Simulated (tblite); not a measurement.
Compound: C4H9ClSSi.
SMILES with atom numbers: `[CH3:1][C@@H:2]1[CH2:3][S:4][Si@@H:5]([Cl:6])[CH2:7]1` (hydrogens: H8, H9, H10 on C1; H11 on C2; H12, H13 on C3; H14 on Si5; H15, H16 on C7)

Geometry (GFN2-xTB, Å), atoms numbered from 1 in this order:
```xyz
16
C4H9ClSSi angstrom
C     -1.6384    0.3624   -0.4431
C     -0.1840    0.1604   -0.8546
C      0.1998   -1.3143   -0.7962
S      0.3240   -1.9071    0.9354
Si     0.9482    0.0037    1.6852
Cl     2.8419    0.0407    2.3786
C      0.7661    0.9528    0.0457
H     -1.8062   -0.0229    0.5601
H     -1.8956    1.4189   -0.4556
H     -2.3030   -0.1612   -1.1265
H     -0.0667    0.4898   -1.8947
H      1.1712   -1.4858   -1.2599
H     -0.5403   -1.9460   -1.2834
H      0.0400    0.4126    2.7456
H      0.3938    1.9654    0.1901
H      1.7417    1.0394   -0.4381
```

Calculated harmonic vibrations of the isolated species, GFN2-xTB (tblite), most abundant isotopes, no scaling. The method is semi-empirical: single wavenumbers can be off by several per cent or more. Modes of hydrogen on silicon can be 10 to 20 % off. One conformer, not necessarily the lowest.

Harmonic wavenumbers (cm⁻¹): 62.5, 119.0, 161.2, 174.1, 202.1, 301.2, 356.6, 392.9, 467.6, 536.9, 576.7, 592.2, 664.1, 702.5, 744.9, 790.0, 871.4, 882.6, 987.6, 1036.7, 1050.1, 1077.8, 1128.9, 1215.9, 1224.1, 1254.8, 1296.9, 1326.0, 1417.2, 1455.6, 1469.4, 1494.3, 1501.3, 2311.5, 2909.2, 2965.7, 2980.3, 3008.2, 3014.3, 3035.4, 3036.3, 3042.4.

A = 2628, B = 1022, C = 861.6 MHz; mass 151.988 u (most abundant isotopes); point group C1, symmetry number 1.

What is the zero-point energy?

½Σν̃ = 26919 cm⁻¹ = 76.97 kcal/mol.

What is S at 350 K and 1 bar for an ideal gas of classical rigid rotors and harmonic oscillators?

Translation 41.79, rotation 29.80, vibration 26.89: S = 98.5 cal/(mol K).

And Cp and H(350 K) − H(0)?

Cp = 38.31 cal/(mol K), of which vibrations give 30.36 (their classical limit is 42 R = 83.5); H(350 K) − H(0) = 7.97 kcal/mol without the zero-point energy, 5.19 from vibrations.

Which modes carry the vibrational entropy at 350 K?

62.5 cm⁻¹: 4.69; 119.0 cm⁻¹: 3.43; 161.2 cm⁻¹: 2.84; 174.1 cm⁻¹: 2.69; 202.1 cm⁻¹: 2.41; 301.2 cm⁻¹: 1.68 cal/(mol K); the other 36 give 9.14 together.

What must be added to the electronic energy to get the Gibbs energy at 350 K and 1 bar?

ZPE + [H(350 K) − H(0)] − T·S = 76.97 + 7.97 − 34.47 = 50.47 kcal/mol.

How do the functions run with temperature in this model?

| T (K) | S (cal/(mol K)) | Cp (cal/(mol K)) | H − H(0) (kcal/mol) | G − H(0) (kcal/mol) | ln q(vib) |
| --- | --- | --- | --- | --- | --- |
| 50 | 57.7 | 11.3 | 0.45 | -2.43 | 0.23 |
| 100 | 67.1 | 16.2 | 1.15 | -5.56 | 0.99 |
| 298.15 | 92.7 | 33.9 | 6.10 | -21.54 | 4.97 |
| 373.15 | 101.0 | 40.2 | 8.88 | -28.80 | 6.56 |
| 500 | 114.1 | 49.2 | 14.58 | -42.45 | 9.28 |
| 750 | 136.6 | 61.6 | 28.55 | -73.87 | 14.49 |
| 1000 | 155.5 | 69.7 | 45.02 | -110.43 | 19.35 |

q(vib) and H(0) count from the zero-point level.

Blend soft modes into free rotors: weight 1/[1 + (100 cm⁻¹/ν̃)⁴] for the oscillator and the rest for a rotor with moment μB/(μ + B), μ = h/(8π²ν), B = 10⁻⁴⁴ kg m². What vibrational entropy results?

25.59 cal/(mol K) in place of 26.89, which changes −T·S at 350 K by +0.46 kcal/mol.

Hindered rotation and anharmonicity are outside this model. Other conformers, if any are populated, would add a mixing term that is left out. The structure is chiral; the term R ln 2 for an equal mix with its mirror image is left out.

Hardware: Arm Neoverse V1, one thread, shared host with 32 logical CPUs at a one-minute load of 28. Cost: 0.76 s. This covers the Hessian and the dipole derivatives.
